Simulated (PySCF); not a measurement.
Si(H)(Cl) cation (ClHSi), SMILES [SiH]Cl (connectivity only; charge and spin as stated), charge +1, multiplicity 2.

The structure is a stationary point at B3LYP-D3(BJ)/def2-TZVP. The multiplicity is an assumed one; other spin states were not compared. The isomer is the one that the SMILES or the coordinates give; other isomers of the formula were not compared.

Calculation: r2SCAN/def2-TZVPD (PySCF).

The molecule is in vacuum.

| Quantity | Value |
|---|---|
| total energy | -749.91422 hartree |
| point group | Cs |
| α spin, highest occupied and lowest empty level | -13.72 and -10.68 eV |
| β spin, highest occupied and lowest empty level | -15.59 and -11.21 eV |
| dipole moment about the centre of nuclear charge | 0.741 e·Å |
| mean static polarisability | 33.9 bohr³ (5.03 Å³) |
| polarisability, principal values | 27.3, 29.7, 44.8 bohr³ |
| ⟨S²⟩ | 0.757 (pure state 0.75) |
